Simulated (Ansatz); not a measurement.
Cost and result for the atomization energy of `CN[SiH2]Cl` (10 atoms, 9 bonds).

Cartesian coordinates in Å:
```
C 0.548 0.592 1.158
N 0.331 0.528 -0.274
Si -0.429 -0.773 -1.056
Cl -2.457 -0.961 -0.660
H -0.290 1.043 1.701
H 1.454 1.160 1.388
H 0.690 -0.418 1.550
H 0.283 1.433 -0.716
H -0.304 -0.568 -2.515
H 0.173 -2.036 -0.577
```

Charge 0, multiplicity 1. The geometry is a stationary point of PBE0-D4/def2-TZVP. It is one conformer, not always the lowest. Program: Ansatz. All runs use 2 threads of a server CPU on a shared host. Times are those of one run each, without the atoms' runs, and a repeat can differ threefold. Electronic energies, without spin–orbit coupling; frozen cores. CCSD(T)/CBS adds CCSD(T) − MP2 in def2-TZVPP to the MP2 limit, and its time is that of the two runs behind it. T1 = 0.010. HSE06 is the plane-wave form, built on full-range PBE exchange.

CCSD(T)/CBS is a level of theory with its own doubt, some kJ/mol a heavy atom from the limit and from the frozen cores, so smaller differences don't rank the functionals.

```json
{"level": "LDA (SPW92)/def2-TZVPP", "functions": "230", "wall time": "1.6 s"}
{"level": "BLYP-D4/def2-TZVPP", "functions": "230", "wall time": "2.6 s"}
{"level": "PBE0-D4/def2-TZVPP", "functions": "230", "wall time": "3.6 s"}
{"level": "CCSD(T)/def2-SVP", "functions": "94", "wall time": "3.8 s"}
{"level": "BHLYP-D4/def2-TZVPP", "functions": "230", "wall time": "3.9 s"}
{"level": "HSE06-D4/def2-TZVPP", "functions": "230", "wall time": "4 s"}
{"level": "CAM-B3LYP-D4/def2-TZVPP", "functions": "230", "wall time": "4.6 s"}
{"level": "r2SCAN-D4/def2-TZVPP (with forces)", "functions": "230", "wall time": "5.5 s"}
{"level": "ωB97X-V/def2-TZVPP", "functions": "230", "wall time": "9 s"}
{"level": "B97M-V/def2-TZVPP", "functions": "230", "wall time": "9.5 s"}
{"level": "MP2/def2-QZVPP", "functions": "434", "wall time": "24 s"}
{"level": "CCSD(T)/def2-TZVPP", "functions": "230", "wall time": "95 s"}
{"level": "CCSD(T)/CBS(def2)", "functions": "–", "wall time": "120 s"}
```

(1) What atomization energy does each give, and how far from CCSD(T)/CBS? (Estimate.)

Results:

(1) Computed: 
| level | atomization (kJ/mol) | difference from CCSD(T)/CBS | per bond |
| --- | --- | --- | --- |
| LDA (SPW92)/def2-TZVPP | 3891.3 | 440.1 | 48.9 |
| BLYP-D4/def2-TZVPP | 3431.0 | -20.2 | -2.3 |
| PBE0-D4/def2-TZVPP | 3439.2 | -12.0 | -1.3 |
| CCSD(T)/def2-SVP | 3216.0 | -235.2 | -26.1 |
| BHLYP-D4/def2-TZVPP | 3374.3 | -76.9 | -8.5 |
| HSE06-D4/def2-TZVPP | 3441.5 | -9.7 | -1.1 |
| CAM-B3LYP-D4/def2-TZVPP | 3463.3 | 12.1 | 1.3 |
| r2SCAN-D4/def2-TZVPP (with forces) | 3440.8 | -10.4 | -1.2 |
| ωB97X-V/def2-TZVPP | 3467.2 | 16.0 | 1.8 |
| B97M-V/def2-TZVPP | 3455.7 | 4.5 | 0.5 |
| MP2/def2-QZVPP | 3442.9 | -8.3 | -0.9 |
| CCSD(T)/def2-TZVPP | 3351.5 | -99.7 | -11.1 |
| CCSD(T)/CBS(def2) | 3451.2 | 0.0 | 0.0 |

From r2SCAN to r2SCAN0 (25 % exact exchange), in def2-TZVPP and without D4, the atomization energy moves by −38.3 kJ/mol: exact exchange takes away binding that semilocal exchange gives to molecules. In def2-TZVPP, CCSD(T) changes the Hartree–Fock value by +826.6 kJ/mol (the triples alone add +43.1 kJ/mol) and MP2 by +858.4 kJ/mol; breaking electron pairs costs correlation energy, which Hartree–Fock lacks. The D4 term adds +32.3 kJ/mol with B3LYP and +16.9 kJ/mol with PBE0; it sums over pairs of atoms, weighted by their polarisabilities, and B3LYP, whose exchange is more repulsive, gets the larger term.

B3LYP here is the variant with VWN-RPA as its local correlation; programs differ in this.
